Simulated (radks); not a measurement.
Question: The mean radii <r> (bohr) of the occupied orbitals of an atom or ion are listed with their occupations. Calculated with a radial shooting solver on a logarithmic mesh with Libxc functionals: Dirac Kohn-Sham, PBE, spin-unpolarised, spherical densities, point nucleus.

| orbital | occ. | <r> |
|---|---|---|
| 1s1/2 | 2 | 0.07304 |
| 2s1/2 | 2 | 0.3433 |
| 2p1/2 | 2 | 0.3059 |
| 2p3/2 | 4 | 0.3085 |
| 3s1/2 | 2 | 1.075 |
| 3p1/2 | 2 | 1.162 |
| 3p3/2 | 4 | 1.170 |
| 4s1/2 | 1 | 3.651 |
| 3d3/2 | 1 | 1.790 |
| 4p1/2 | 1 | 4.837 |

Name the element and its charge. Open shells, if any, fill j = l - 1/2 first.

Answer: Z = 21, scandium, charge 0: Sc in [Ar] 3d1 4s1 4p1. The 1s radius gives Z: for a bare nucleus <r> = (2 gamma + 1)/(2Z) with gamma = sqrt(1 - (Z/c)^2), 0.07087 bohr for Z = 21, and screening makes it slightly larger (0.07304 here). The occupations add up to 21, and the charge is Z minus that.
